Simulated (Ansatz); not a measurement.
C$_{2}$H$_{7}$BO$_{2}$, SMILES `COBOC`. The species carries charge 0 and has multiplicity 1. The geometry is a stationary point of PBE0-D4/def2-TZVP. It is one conformer, not always the lowest.

```xyz
12

C    -1.934    0.392    0.709
O    -0.707    0.155    0.059
B     0.420   -0.135    0.759
O     1.591   -0.361    0.127
C     1.717   -0.312   -1.281
H    -2.672   -0.336    0.362
H    -1.837    0.310    1.795
H    -2.287    1.394    0.457
H     0.410   -0.198    1.957
H     2.457    0.447   -1.541
H     2.073   -1.282   -1.635
H     0.769   -0.075   -1.767
```

What is the dipole moment at PBE/def2-TZVPP? (Best estimate.)

Computed: 1.46 D, with components (-1.24, 0.31, -0.71) D in this frame, pointing from negative to positive charge.

And with r2SCAN, B3LYP, ωB97M-V? (Estimate.)

Computed: r2SCAN 1.48 D, B3LYP 1.50 D, ωB97M-V 1.51 D.

Give the Mulliken charges with PBE, r2SCAN, ωB97M-V in def2-TZVPP. (Estimate.)

Ansatz gave: 
```json
{"atom": "C1", "PBE": "-0.11", "r2SCAN": "0.03", "ωB97M-V": "-0.14"}
{"atom": "O2", "PBE": "-0.24", "r2SCAN": "-0.32", "ωB97M-V": "-0.31"}
{"atom": "B3", "PBE": "0.16", "r2SCAN": "0.27", "ωB97M-V": "0.20"}
{"atom": "O4", "PBE": "-0.22", "r2SCAN": "-0.30", "ωB97M-V": "-0.29"}
{"atom": "C5", "PBE": "-0.12", "r2SCAN": "0.01", "ωB97M-V": "-0.15"}
{"atom": "H6", "PBE": "0.10", "r2SCAN": "0.06", "ωB97M-V": "0.12"}
{"atom": "H7", "PBE": "0.08", "r2SCAN": "0.05", "ωB97M-V": "0.09"}
{"atom": "H8", "PBE": "0.10", "r2SCAN": "0.06", "ωB97M-V": "0.12"}
{"atom": "H9", "PBE": "-0.03", "r2SCAN": "-0.04", "ωB97M-V": "0.03"}
{"atom": "H10", "PBE": "0.10", "r2SCAN": "0.06", "ωB97M-V": "0.12"}
{"atom": "H11", "PBE": "0.10", "r2SCAN": "0.06", "ωB97M-V": "0.12"}
{"atom": "H12", "PBE": "0.08", "r2SCAN": "0.06", "ωB97M-V": "0.10"}
```

B3LYP here is the variant with VWN-RPA as its local correlation; programs differ in this.
